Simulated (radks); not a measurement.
The numbers below are computed, except where a source is named.
Question: These are the eigenvalues of the occupied orbitals of an atom or ion with whole-number occupations (hartree). Level of theory: scalar-relativistic Kohn-Sham, LDA (Slater exchange, Perdew-Wang correlation), spin-polarised, spherical densities, point nucleus (a radial shooting solver on a logarithmic mesh with Libxc functionals).

| orbital | eigenvalue |
|---|---|
| 1s up | -237.0682 |
| 1s down | -237.0679 |
| 2s up | -28.65449 |
| 2s down | -28.57689 |
| 2p up | -24.51332 |
| 2p down | -24.45328 |
| 3s up | -4.52261 |
| 3s down | -4.35580 |
| 3p up | -3.37602 |
| 3p down | -3.21321 |
| 3d up | -1.58158 |

Which element is it, and in what charge state? The configuration may be excited. Open shells, if any, are filled with parallel spins first.

Answer: Z = 25, manganese, charge +3: Mn3+ in [Ar] 3d4. The list shows which subshells hold electrons but not how many an open one holds; the 1s level, -237.07 hartree, gives Z - s = 21.8 by -(Z - s)^2/2, which with screening and relativity narrows Z to a few neighbours, and the depths of the outer levels then fix element, charge and occupations together.
